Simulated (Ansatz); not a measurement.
(Br2Al-mu-H)3 (Al₃H₃Br₆). Charge 0, multiplicity 3. Geometry PBE-D4/def2-SVP, that of the neutral singlet; atoms count from 1.

Cartesian coordinates in Å:
```
Al 0.6895 -1.5592 0.6343
Br 2.9128 -1.5249 0.9962
Br -0.6357 -3.3570 0.9094
H 0.3601 -0.9418 -0.9231
Al 0.3238 0.5808 -1.6943
Br -1.2636 0.4568 -3.2843
Br 2.4340 1.3016 -2.0157
H -0.2520 1.4848 -0.3637
Al -1.0023 1.0202 1.0939
Br -2.9817 0.0781 0.5680
Br -0.6591 2.6921 2.5602
H 0.0743 -0.2316 1.5189
```

At PBE0-D4/def2-SVP a singlet of charge 0 lies 5.63 eV below the triplet at the same geometry.

(1) Estimate the Mulliken populations from the PBE0/def2-SVP orbitals of Ansatz.

(2) Where does the spin sit?

(3) And the Mayer bond orders between heavy atoms (over 0.3)?

## Answers

(1) 
```
atom  charge (e)  spin (α − β)
 Al1        0.41          0.46
 Br2       -0.09          0.40
 Br3       -0.08          0.40
  H4       -0.17         -0.04
 Al5        0.57          0.21
 Br6       -0.22          0.10
 Br7       -0.19          0.16
  H8       -0.19          0.02
 Al9        0.56          0.16
Br10       -0.20          0.12
Br11       -0.25          0.02
 H12       -0.15         -0.02
```
Mulliken values depend strongly on the basis.

(2) Summed by element: Al 0.84, Br 1.21, H -0.04, of 2 unpaired in all. Largest on single atoms: Al1 0.46, Br3 0.40, Br2 0.40.

(3) Al1–Br2 0.84 (2.25 Å); Al1–Br3 0.84 (2.25 Å); Al5–Br6 1.06 (2.25 Å); Al5–Br7 0.99 (2.25 Å); Al9–Br10 0.98 (2.25 Å); Al9–Br11 1.12 (2.25 Å).
